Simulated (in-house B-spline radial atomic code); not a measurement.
## B3LYP (VWN-RPA) excitations of Ne8+

Method: B3LYP (VWN-RPA). Computed with a B-spline radial code for spherical atoms: linear response of the closed shell 1s2 with the functional's adiabatic kernel; non-relativistic, point nucleus, no spin-orbit coupling, no double excitations, S, P, D and F terms only.

Command:
```bash
python run_td.py task.json out
```
Settings (radii: box in bohr, nucleus in fm):
```
Z                        10
electrons                2
configuration            1s2
hamiltonian              nr
method                   b3lyp
box_radius               11.59
intervals                47
```

Time taken, with all properties: 0.1 s on 1 thread of Arm Neoverse N1 (shared host).

The lowest states, in the order of their Tamm-Dancoff energies; the method's threshold (minus the highest occupied level) is 1147.55 eV. Labels give the largest channel, * marks a mixed state, and oscillator strengths are full-response dipole values. Semilocal kernels can invert the small singlet-triplet splittings of Rydberg terms. Energies in eV:

```json
{"state": "1s → 2s 3S", "full response": "877.15", "Tamm-Dancoff": "877.19", "oscillator strength": "-"}
{"state": "1s → 2p 3P", "full response": "889.66", "Tamm-Dancoff": "889.70", "oscillator strength": "-"}
{"state": "1s → 2s 1S", "full response": "893.09", "Tamm-Dancoff": "893.24", "oscillator strength": "-"}
{"state": "1s → 2p 1P", "full response": "902.40", "Tamm-Dancoff": "902.45", "oscillator strength": "0.666"}
{"state": "1s → 3s 3S", "full response": "1036.60", "Tamm-Dancoff": "1036.61", "oscillator strength": "-"}
{"state": "1s → 3d 3D", "full response": "?", "Tamm-Dancoff": "?", "oscillator strength": "-"}
{"state": "1s → 3s 1S", "full response": "1039.84", "Tamm-Dancoff": "1039.87", "oscillator strength": "-"}
{"state": "1s → 3p 3P", "full response": "1039.96", "Tamm-Dancoff": "1039.97", "oscillator strength": "-"}
{"state": "1s → 3d 1D", "full response": "?", "Tamm-Dancoff": "?", "oscillator strength": "-"}
{"state": "1s → 3p 1P", "full response": "1042.37", "Tamm-Dancoff": "1042.38", "oscillator strength": "0.142"}
```

Task: Where does 1s → 3d 3D lie?

Result: At 1039.09 eV in full response, 1039.09 eV in Tamm-Dancoff.

Task: Where does 1s → 3d 1D lie?

Result: At 1041.36 eV in full response, 1041.37 eV in Tamm-Dancoff.

Task: How large is the singlet-triplet splitting of 1s → 2s (S terms) in Tamm-Dancoff?

Result: 16 eV, from the unrounded values.

Task: What polarisabilities and dispersion coefficient does the method give?

Result: Dipole 0.001061 bohr³, quadrupole 4.126e-05 bohr⁵, C6 3.29e-05 hartree·bohr⁶ for two such species.
